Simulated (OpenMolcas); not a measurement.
**Cu2+: effect of the metal basis**

Cu2+ with 6 ligands (bromide) in octahedral coordination (Oh) at 2.64 Å. A charge of +0.667 e stands 2.8 Å behind each ligand.

```yaml
Program: OpenMolcas
Method: CASSCF
Spin-orbit_coupling: state interaction with AMFI integrals over the reference wave functions
```

Fixed: ligand basis ANO-RCC-VDZP, active space 9 electrons in 5 orbitals (3d), DKH2 Hamiltonian.

States (labels of O, the rotations of Oh). Energies in cm-1 above the lowest state or level, χT in cm3 K/mol; 10Dq is the gap between the two states.

| Run | Metal basis | Ground state | First state of that spin | 10Dq | First gap with spin-orbit (degeneracies) | χT at 300 K | Cost |
| --- | --- | --- | --- | --- | --- | --- | --- |
| A | ANO-RCC-VDZP | 2E | 2T2 2578 | 2578 | 2041 (4, 2) | 0.861 | roughly 30 core-seconds |
| B | ANO-RCC-VTZP | 2E | 2T2 2580 | 2580 | 2052 (4, 2) | 0.861 | roughly 50 core-seconds |

Against A, |10Dq| changes by +0.1 % in B.

Costs are those of the RASSCF and RASSI steps.

An orbital doublet at a regular site is open to a Jahn-Teller distortion, which this geometry leaves out. Ligand-to-metal charge-transfer states are missing. With metal d orbitals alone and no dynamic correlation the field as a rule comes out too small, by tens of per cent, by up to half for chloride and softer ligands, and the orbital part of g and χT, which goes as 1/10Dq, too large. No measured value stands beside these numbers; the geometry was imposed, not optimised, and the real ion may take another.
